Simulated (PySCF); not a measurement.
An unknown is described by computed data only.

Formula: C3H10GeOSi.

| Property | Result |
| --- | --- |
| Rotational structure | rotational constants A, B, C: 2.585, 1.331, 0.981 GHz [PBE0-D3(BJ)/def2-SVP] |
| NMR, other nuclei | isotropic shieldings of nuclei other than C and H, by class: 350 (1 O), 384 (1 Si), 1334 (1 Ge) ppm [GIAO PBE0/pcSseg-1] |
| Triplet | lowest triplet excitation (Tamm–Dancoff): 6.58 eV [TDA CAM-B3LYP/def2-SVPD] |
| Valence photoelectron | vertical ionisation energy: 10.07 eV [ΔSCF CAM-B3LYP/def2-SVPD] |
| Polarisability | 92.2 au [CAM-B3LYP/def2-SVPD] |
| Dipole | 1.60 D [CAM-B3LYP/def2-SVPD] |
| 1H NMR | chemical shifts (computed TMS as zero) by class: 5.23 (2 H), 4.96 (3 H), 0.65 (2 H), 0.59 (2 H), -0.28 (1 H) ppm [GIAO PBE0/pcSseg-1] |
| 13C NMR | chemical shifts (computed TMS as zero) by class: 2.0 (2 C), -1.6 (1 C) ppm [GIAO PBE0/pcSseg-1] |

Gas-phase values; electronic properties from PySCF, density fitting. Levels stand in brackets. Geometry: PBE0-D3(BJ)/def2-SVP, one conformer, isolated molecule. The calculation is non-relativistic and has no spin–orbit coupling, an omission that weighs most on germanium. NMR classes are plain means over equivalent atoms (diastereotopic ones count apart unless rotation or inversion swaps them), as if these changed places fast.

**Question.** Propose a structure and show how it fits.

**Answer.** Numbering: `[SiH3:1][O:2][GeH2:3][CH:4]1[CH2:5][CH2:6]1`. 3 carbons fall into 2 classes; from least to most shielded: three-membered-ring carbon [C5/C6] (2.0 ppm, 2 C), ring sp3 carbon bound to germanium [C4] (-1.6 ppm). Hydrogen classes from least to most shielded: 2 H on a germanium bonded to C, O and 2 H, Ge3 (5.23 ppm), 3 H on an oxygen-bound silicon, Si1 (4.96 ppm), 2 H on 2 three-membered-ring carbons, C5/C6 (0.65 ppm), 2 H on 2 three-membered-ring carbons, C5/C6 (0.59 ppm), 1 H on an sp3 carbon bound to germanium, C4 (-0.28 ppm). The other shieldings belong to: 350 ppm, oxygen bonded to Ge and Si [O2]; 384 ppm, oxygen-bound silicon [Si1]; 1334 ppm, germanium bonded to C, O and 2 H [Ge3]. The first electron is taken from the HOMO, whose largest Löwdin shares are 0.21 on the oxygen bonded to Ge and Si, 0.18 on the sp3 carbon bound to germanium, 0.13 on the germanium bonded to C, O and 2 H and 0.11 on a three-membered-ring carbon. The optimised geometry has point group C1 and is an asymmetric top. Structure: `[SiH3][O][GeH2][CH]1CC1`. Computed isomers that give other values at the same levels: `[GeH3][O][C@H]1CC[SiH2]1` (rotational constant A: 5.568 GHz; this holds for the one conformer computed); `C=CC[SiH2][O][GeH3]` (rotational constant A: 4.266 GHz; this holds for the one conformer computed); `C=[CH][GeH2][O][SiH2]C` (13C chemical shifts (computed TMS as zero) by class: 145.9 (1 C), 144.7 (1 C), 1.3 (1 C) ppm). The assignments are read from this structure; whether some other isomer fits the data as well wasn't checked. NMR values of atoms bound to Ge lack the spin–orbit term that these neighbours bring.

Shape of the structure used: `[SiH3:1][O:2][GeH2:3][CH:4]1[CH2:5][CH2:6]1`: Si1–O2–Ge3–C4 107°, O2–Ge3–C4–C5 31°.
